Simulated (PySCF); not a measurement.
Compound: CH9ClGeOSi2.
Geometry (PBE0-D3(BJ)/def2-SVP, Å), atoms numbered from 1 in this order:
```
atom  x, y, z in Å
O1    -0.2122    0.7245    1.9369
Si2   -0.1205    0.1766    0.3573
Si3   -2.0226   -1.1377   -0.0222
Ge4    1.9153   -1.0141   -0.0208
C5    -0.1211    1.6734   -0.8118
Cl6    1.2889    2.7037   -0.3752
H7     0.4758    1.3604    2.1674
H8    -2.0405   -2.3122    0.9012
H9    -1.9877   -1.6373   -1.4333
H10   -3.2721   -0.3383    0.1699
H11    2.2423   -1.0701   -1.5267
H12    1.8062   -2.4616    0.4978
H13    3.0897   -0.3345    0.7076
H14   -1.0260    2.2890   -0.7010
H15   -0.0157    1.3893   -1.8691
```

Computed at PBE0/pcSseg-1 (PySCF, non-relativistic), with Q(17O) = −0.0256 b, Q(73Ge) = −0.196 b, Q(35Cl) = −0.0817 b: O1, 17O (I = 5/2): χzz = -8.705 MHz, η = 0.688; Ge4, 73Ge (I = 9/2): χzz = 3.688 MHz, η = 0.577; Cl6, 35Cl (I = 3/2): χzz = -76.54 MHz, η = 0.036.

(1) Where would the pure quadrupole (NQR) lines of 17O at O1 fall for the rigid, isolated species?

(2) Where would the pure quadrupole (NQR) lines of 73Ge at Ge4 fall for the rigid, isolated species?

(3) Where would the pure quadrupole (NQR) lines of 35Cl at Cl6 fall for the rigid, isolated species?

(4) Apply the simplest Townes–Dailey estimate (no s hybridisation, no π bonding), ionic character = 1 − χzz/χ0, where χ0 is the coupling for one missing p electron along the bond: −109.74 MHz for 35Cl.

## Answers

(1) From the eigenvalues of H = χ/[4I(2I − 1)] × [3Iz² − I(I + 1) + η(Ix² − Iy²)], steps between neighbouring levels, labelled as for η = 0: ±1/2↔±3/2 1.855 MHz, ±3/2↔±5/2 2.425 MHz (silanol oxygen).

(2) From the eigenvalues of H = χ/[4I(2I − 1)] × [3Iz² − I(I + 1) + η(Ix² − Iy²)], steps between neighbouring levels, labelled as for η = 0: ±1/2↔±3/2 0.380 MHz, ±3/2↔±5/2 0.293 MHz, ±5/2↔±7/2 0.430 MHz, ±7/2↔±9/2 0.598 MHz (germanium bonded to Si and 3 H).

(3) From ν = (|χ|/2)√(1 + η²/3): ν = 38.28 MHz (alkyl chlorine). For 37Cl the ratio of quadrupole moments, 0.7881, gives 30.17 MHz.

(4) Cl6 on C5: 1 − (-76.54)/(-109.74) = 0.30. In this model a purely covalent bond gives χ0 and a free halide ion gives zero; s hybridisation or π bonding, where present, is counted here as ionic character.

In a crystal, neighbours and librations shift these lines. The calculation is non-relativistic, for germanium too. These gradients aren't converged with respect to the basis.

The run behind these numbers computed NMR shieldings as well. The run took 31 s wall on an Arm Neoverse V1 with one thread, no GPU, on a shared host.

One conformer stands for the species.
